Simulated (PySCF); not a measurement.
## Core-level binding energies of Si8H8 cubane

Si8H8 cubane, Si8H8.
Z-matrix (Å and degrees, PBE0-D3(BJ)/def2-SVP geometry), rows numbered from 1:
```
Si
H   1  1.4960
Si  1  2.3880  2  125.40
H   3  1.4964  1  125.17  2    -0.49
Si  3  2.3893  1   89.96  2  -135.22
H   5  1.4961  3  125.19  1   135.27
Si  5  2.3888  3   90.03  1    -0.01
H   7  1.4960  1  125.46  2     0.29
Si  7  2.3898  1   89.94  2  -134.77
H   9  1.4959  7  125.75  1   135.04
Si  1  2.3883  2  125.00  3   119.81
H  11  1.4960  1  125.28  2    -0.35
Si 11  2.3882  1   90.06  2  -134.99
H  13  1.4959  3  124.93  1  -135.08
Si  9  2.3887  7   90.04  1   -89.94
H  15  1.4960  5  125.36  3  -134.85
```

Level of theory: delta-SCF UKS SCAN, pcX-2 on the ionised atom, pcseg-1 elsewhere, spin-free X2C (PySCF 2.14.0). Binding energies are ΔSCF values: E(core-ionised, relaxed orbitals) − E(ground state) at a fixed geometry, referred to the vacuum level.

**Question.** List the computed XPS lines with their assignment.

**Answer.** 
```
 atom(s)                   environment     level  binding energy (eV)  2p1/2 (eV)  count
Si1 (×8)  silicon bonded to 3 Si and H  Si 2p3/2               105.47      106.10      8
Si1 (×8)  silicon bonded to 3 Si and H     Si 1s              1845.15           –      8
```

**Question.** Express the binding energy of Si 2p3/2 of Si1 (×8) in atomic units and per mole.

**Answer.** 105.47 eV = 3.8760 Eh = 10176 kJ/mol.

**Question.** Which photon energy gives electrons from Si 2p3/2 of Si1 (×8) a kinetic energy of 100 eV, and what is their de Broglie wavelength?

**Answer.** hν = 105.47 + 100 = 205.47 eV, recoil neglected; λ = 12.264 Å/√(E/eV) = 1.23 Å.

Atoms equivalent by their bonding share one computed value, that of the first of them. The 2p values add to the ΔSCF energy of one spin-free hole a correction within the shell (spin–orbit coupling, ligand field). 2p1/2 minus 2p3/2 (ligand field included): Si 0.62 eV. Isolated species at its PBE0-D3(BJ)/def2-SVP geometry (one conformer only).
